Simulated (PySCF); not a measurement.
Compound: C2H3F3O2Si.
SMILES with atom numbers: `[O:1]=[C:2]([SiH2:3][OH:4])[C:5]([F:6])([F:7])[F:8]` (hydrogens: H9, H10 on Si3; H11 on O4)

The same species was optimised twice, with GFN2-xTB and with PBE0-D3(BJ)/def2-SVP (PySCF), and the same property calculations (PySCF, gas phase) were run on both structures.

```json
{"coordinate": "Si3–O4 (Å)", "GFN2-xTB": "1.610", "PBE0-D3(BJ)/def2-SVP": "1.654", "change": "+0.044"}
{"coordinate": "C2–Si3 (Å)", "GFN2-xTB": "1.926", "PBE0-D3(BJ)/def2-SVP": "1.944", "change": "+0.018"}
{"coordinate": "C5–F8 (Å)", "GFN2-xTB": "1.331", "PBE0-D3(BJ)/def2-SVP": "1.318", "change": "-0.013"}
{"coordinate": "C5–F7 (Å)", "GFN2-xTB": "1.345", "PBE0-D3(BJ)/def2-SVP": "1.334", "change": "-0.011"}
{"coordinate": "C5–F6 (Å)", "GFN2-xTB": "1.345", "PBE0-D3(BJ)/def2-SVP": "1.335", "change": "-0.010"}
{"coordinate": "O1=C2 (Å)", "GFN2-xTB": "1.203", "PBE0-D3(BJ)/def2-SVP": "1.207", "change": "+0.004"}
{"coordinate": "C2–C5 (Å)", "GFN2-xTB": "1.541", "PBE0-D3(BJ)/def2-SVP": "1.537", "change": "-0.004"}
{"coordinate": "Si3–C2–C5 (°)", "GFN2-xTB": "116.2", "PBE0-D3(BJ)/def2-SVP": "123.0", "change": "+6.8"}
{"coordinate": "O1–C2–Si3 (°)", "GFN2-xTB": "123.6", "PBE0-D3(BJ)/def2-SVP": "117.5", "change": "-6.1"}
{"coordinate": "C2–Si3–O4 (°)", "GFN2-xTB": "105.2", "PBE0-D3(BJ)/def2-SVP": "100.5", "change": "-4.7"}
{"coordinate": "C2–C5–F8 (°)", "GFN2-xTB": "114.9", "PBE0-D3(BJ)/def2-SVP": "112.8", "change": "-2.1"}
{"coordinate": "F7–C5–F8 (°)", "GFN2-xTB": "107.4", "PBE0-D3(BJ)/def2-SVP": "109.1", "change": "+1.7"}
{"coordinate": "F6–C5–F8 (°)", "GFN2-xTB": "107.4", "PBE0-D3(BJ)/def2-SVP": "109.1", "change": "+1.7"}
{"coordinate": "F6–C5–F7 (°)", "GFN2-xTB": "106.5", "PBE0-D3(BJ)/def2-SVP": "108.0", "change": "+1.5"}
{"coordinate": "C2–C5–F7 (°)", "GFN2-xTB": "110.1", "PBE0-D3(BJ)/def2-SVP": "108.8", "change": "-1.3"}
{"coordinate": "O1–C2–Si3–O4 (°)", "GFN2-xTB": "0", "PBE0-D3(BJ)/def2-SVP": "-1", "change": "-1"}
{"coordinate": "O1–C2–C5–F6 (°)", "GFN2-xTB": "-121", "PBE0-D3(BJ)/def2-SVP": "-125", "change": "-4"}
```

Rotational constants: A = 3161, B = 1082, C = 948.8 MHz (GFN2-xTB) against A = 3192, B = 1068, C = 941.2 MHz (PBE0-D3(BJ)/def2-SVP). Atoms that the bonding makes alike are paired by their places after alignment.

On the GFN2-xTB structure: HOMO (eV) -8.05 [PBE0/pcSseg-1]; LUMO (eV) -2.36 [PBE0/pcSseg-1]; dipole (D) 1.31 [PBE0/pcSseg-1]; GIAO shielding of O1 (ppm) -488.9 [PBE0/pcSseg-1]; GIAO shielding of C2 (ppm) -46.9 [PBE0/pcSseg-1]; GIAO shielding of Si3 (ppm) 396.3 [PBE0/pcSseg-1]; GIAO shielding of O4 (ppm) 347.8 [PBE0/pcSseg-1]; GIAO shielding of C5 (ppm) 62.1 [PBE0/pcSseg-1]; GIAO shielding of F6/F7/F8 (mean) (ppm) 264.8 [PBE0/pcSseg-1].

Q: What do these properties become on the PBE0-D3(BJ)/def2-SVP structure?

A: 
```tsv
property	level	on GFN2-xTB	on PBE0-D3(BJ)/def2-SVP	change
HOMO (eV)	PBE0/pcSseg-1	-8.05	-8.27	-0.22
LUMO (eV)	PBE0/pcSseg-1	-2.36	-2.47	-0.11
dipole (D)	PBE0/pcSseg-1	1.31	0.90	-0.41
energy, GFN2-xTB geometry as zero (kcal/mol)	PBE0/pcSseg-1	0.0	-2.8	-2.8
GIAO shielding of O1 (ppm)	PBE0/pcSseg-1	-488.9	-477.0	+11.9
GIAO shielding of C2 (ppm)	PBE0/pcSseg-1	-46.9	-48.9	-2.0
GIAO shielding of Si3 (ppm)	PBE0/pcSseg-1	396.3	392.8	-3.5
GIAO shielding of O4 (ppm)	PBE0/pcSseg-1	347.8	338.6	-9.2
GIAO shielding of C5 (ppm)	PBE0/pcSseg-1	62.1	64.1	+2.0
GIAO shielding of F6/F7/F8 (mean) (ppm)	PBE0/pcSseg-1	264.8	272.8	+8.0
```

The heavy atoms differ by 0.105 Å rms after alignment (one structure mirrored). Among bonds between heavy atoms Si3–O4 changes most (+0.044 Å). Changes are differences of the printed values. Neither structure is proved a minimum here.

Conformer computed: `[O:1]=[C:2]([SiH2:3][OH:4])[C:5]([F:6])([F:7])[F:8]`: O1–C2–Si3–O4 -1°, O1–C2–C5–F6 -125°, H–O4–Si3–C2 1°.
